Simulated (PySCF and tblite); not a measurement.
Values are calculated unless marked as measured or tabulated.
C5H10O2S, numbered as in [CH3:1][CH2:2]/[CH:3]=[CH:4]/[S:5]([CH3:6])(=[O:7])=[O:8].

Conformers came from 150 starts (ETKDG and KDG, MMFF94s, GFN2-xTB); geometries are GFN2-xTB. Energies: PBE0-D3(BJ)/pcSseg-1, with GFN2-xTB thermal terms (modes under about 100 cm⁻¹ blended into free rotors). Symmetry numbers and mirror images are counted. Conformers within 2.5 kcal/mol (GFN2-xTB free energy) were kept, 4 at most. Codes: tblite and PySCF.

Rotational constants are equilibrium values for the commonest isotopes; dipoles come from the energy level named.

Torsions listed: C1–C2–C3–C4, C3–C4–S5–O7. Of a mirror pair one member is shown.

```json
{"conformer": "1", "shape": "0°, -135°", "symmetry": "C1 (pair)", "weight %": "44.1"}
{"conformer": "2", "shape": "-121°, -135°", "symmetry": "C1 (pair)", "weight %": "28.7"}
{"conformer": "3", "shape": "-123°, 4°", "symmetry": "C1 (pair)", "weight %": "27.2"}
```

Sets of constants, in random order:

| set | A (MHz) | B (MHz) | C (MHz) | abs μa (D) | abs μb (D) | abs μc (D) |
| --- | --- | --- | --- | --- | --- | --- |
| P | 3812 | 825 | 804 | 2.78 | 4.20 | 0.10 |
| Q | 3547 | 875 | 846 | 3.70 | 1.57 | 3.27 |
| R | 3727 | 829 | 809 | 3.76 | 2.64 | 2.40 |

Q: Match each set to its conformer.

A: P is conformer 2, Q is conformer 1, R is conformer 3.

The minima are those of GFN2-xTB; planar forms about aryl–S or allylic bonds may be saddles in DFT.


Conformer gaps in pcSseg-1 on xTB geometries can be 2 kcal/mol off for S=O, P=O and other polar bonds.